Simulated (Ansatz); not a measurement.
C10H24GeO3⁺, that is GeMe(OiPr)3 with one electron fewer. Total charge 1; doublet. Geometry r2SCAN-D4/def2-SVP; atoms count from 1.

```xyz
38

Ge   -0.233   -0.818    0.253
C    -1.333   -2.383    0.290
H    -1.456   -2.799   -0.720
H    -2.317   -2.124    0.707
H    -0.856   -3.136    0.934
O    -0.446    0.165    1.757
C     0.505    1.123    2.213
C     0.777    0.771    3.687
C    -0.095    2.515    2.061
H     1.439    1.021    1.633
H    -0.150    0.828    4.276
H     1.501    1.502    4.077
H     1.202   -0.239    3.768
H    -0.279    2.715    0.994
H    -1.042    2.600    2.614
H     0.613    3.260    2.452
O    -0.807    0.543   -0.798
C    -2.110    0.647   -1.366
C    -1.935    1.217   -2.772
C    -2.959    1.562   -0.477
H    -2.578   -0.356   -1.415
H    -1.457    2.206   -2.728
H    -2.925    1.320   -3.241
H    -1.315    0.548   -3.386
H    -3.024    1.153    0.543
H    -2.517    2.568   -0.432
H    -3.971    1.635   -0.901
O     1.496   -0.879    0.035
C     2.174   -1.820   -0.840
C     3.657   -1.580   -0.663
C     1.697   -1.625   -2.272
H     1.920   -2.845   -0.502
H     3.921   -0.561   -0.987
H     4.232   -2.299   -1.265
H     3.945   -1.700    0.391
H     0.615   -1.825   -2.369
H     1.894   -0.593   -2.601
H     2.219   -2.317   -2.950
```

Single mean-field runs in def2-TZVP are fitted with def2-universal-jkfit.

Q: Estimate the Mulliken populations of the heavy atoms from the PBE0/def2-TZVP orbitals of Ansatz.

A: 
```json
{"atom": "Ge1", "charge (e)": "0.62", "spin (α − β)": "-0.05"}
{"atom": "C2", "charge (e)": "-0.40", "spin (α − β)": "0.00"}
{"atom": "O6", "charge (e)": "-0.23", "spin (α − β)": "0.44"}
{"atom": "C7", "charge (e)": "0.04", "spin (α − β)": "0.00"}
{"atom": "C8", "charge (e)": "-0.34", "spin (α − β)": "0.07"}
{"atom": "C9", "charge (e)": "-0.35", "spin (α − β)": "0.04"}
{"atom": "O17", "charge (e)": "-0.23", "spin (α − β)": "0.38"}
{"atom": "C18", "charge (e)": "0.03", "spin (α − β)": "0.00"}
{"atom": "C19", "charge (e)": "-0.33", "spin (α − β)": "0.04"}
{"atom": "C20", "charge (e)": "-0.35", "spin (α − β)": "0.04"}
{"atom": "O28", "charge (e)": "-0.34", "spin (α − β)": "0.02"}
{"atom": "C29", "charge (e)": "0.04", "spin (α − β)": "0.00"}
{"atom": "C30", "charge (e)": "-0.34", "spin (α − β)": "0.00"}
{"atom": "C31", "charge (e)": "-0.36", "spin (α − β)": "0.00"}
```
Mulliken values depend strongly on the basis.

Q: Where does the spin sit?

A: Summed by element: Ge -0.05, C 0.20, H 0.02, O 0.83, of 1 unpaired in all. Largest on single atoms: O6 0.44, O17 0.38, C8 0.07.

Q: And the Mayer bond orders between heavy atoms (over 0.3)?

A: Ge1–C2 0.99 (1.91 Å); Ge1–O6 0.87 (1.81 Å); Ge1–O17 0.86 (1.81 Å); Ge1–O28 1.14 (1.74 Å); O6–C7 0.91 (1.42 Å); C7–C8 0.95 (1.54 Å); C7–C9 0.99 (1.52 Å); O17–C18 0.91 (1.43 Å); C18–C19 0.99 (1.53 Å); C18–C20 0.99 (1.53 Å); O28–C29 0.91 (1.45 Å); C29–C30 1.02 (1.51 Å); C29–C31 0.98 (1.52 Å).
